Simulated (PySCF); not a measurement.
Computed IR spectrum (relative IR intensity) of a molecule C₂H₆AlFO. The structure is a stationary point at B3LYP-D3(BJ)/def2-SVP. One conformer was computed; it need not be the lowest. Computed with B3LYP-D3(BJ)/def2-SVP run with PySCF 2.14.0. Frequencies are harmonic and unscaled.

Lines under 2 % of the strongest are left out, and lines within 2 cm⁻¹ are merged.

ν (cm⁻¹): 233 (w), 439 (w), 494 (m), 650 (m), 698 (m), 882 (m), 953 (w), 1100 (vw), 1267 (vs), 1415 (w), 2009 (m), 3000 (m), 3024 (vw), 3034 (w), 3108 (w), 3113 (w) (against the strongest line: vs over 80 %, s over 45 %, m over 15 %, w over 4 %, vw less)

Pick the molecule that these values belong to.
A) C[O][Al]([CH3])[F]
B) CC[O][AlH][F]
C) C[CH2][Al]([OH])[F]

B, CC[O][AlH][F]
